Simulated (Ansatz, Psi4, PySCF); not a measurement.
ethyl methyl carbonate (C4H8O3), singlet, at a GFN2-xTB geometry. Base run: REVPBE/STO-3G run with PySCF.

The PySCF input:
```python
from pyscf import gto, scf, dft

mol = gto.M(
    atom='''
C    -3.033521   -0.411638   -0.034809
C    -1.770025    0.350314    0.316229
O    -0.651619   -0.388281   -0.186657
C     0.543142    0.144232    0.047121
O     0.750808    1.169785    0.632152
O     1.479415   -0.650622   -0.475858
C     2.819482   -0.207936   -0.304952
H    -3.010686   -1.399798    0.415705
H    -3.899487    0.129935    0.334265
H    -3.114096   -0.523906   -1.112223
H    -1.766949    1.349051   -0.134229
H    -1.660435    0.465920    1.400195
H     3.443923   -0.972258   -0.759591
H     2.970010    0.754233   -0.798475
H     3.054417   -0.100063    0.755720
''',
    basis='sto-3g',
    charge=0,
    spin=0,
    verbose=4,
)

mf = dft.RKS(mol)
mf.xc = 'revpbe'
mf.kernel()
```

The same geometry, method and basis name were run in Ansatz (an electronic-structure program) and Psi4 and PySCF, at each program's defaults and at the settings that a row names. The base is PySCF at its defaults. Differences at the defaults can come from grids, fitting, cores and function types together.

```
code and settings                                                                             ΔE vs base (mEh)  basis functions      E (Eh)  SCF cycles  dipole (D)
--------------------------------------------------------------------------------------------  ----------------  ---------------  ----------  ----------  ----------
PySCF, defaults (exact integrals, its default grid, spherical functions)                                 0.000               43  -377.79593          10        0.38
Psi4, defaults (density fitting with its default set, its default grid, spherical functions)            -2.480               43  -377.79841           9        0.38
Ansatz, defaults (factorised integrals, its default grid, spherical functions)                          -0.002               43  -377.79593           -           -
PySCF, density fitting with def2-universal-jkfit                                                        -2.484               43  -377.79841          10        0.38
PySCF, fine grid                                                                                         0.000               43  -377.79593          10        0.38
Psi4, exact integrals, spherical functions, fine grid                                                    0.000               43  -377.79593          12        0.38
Ansatz, high accuracy                                                                                    0.000               43  -377.79593           -           -
```
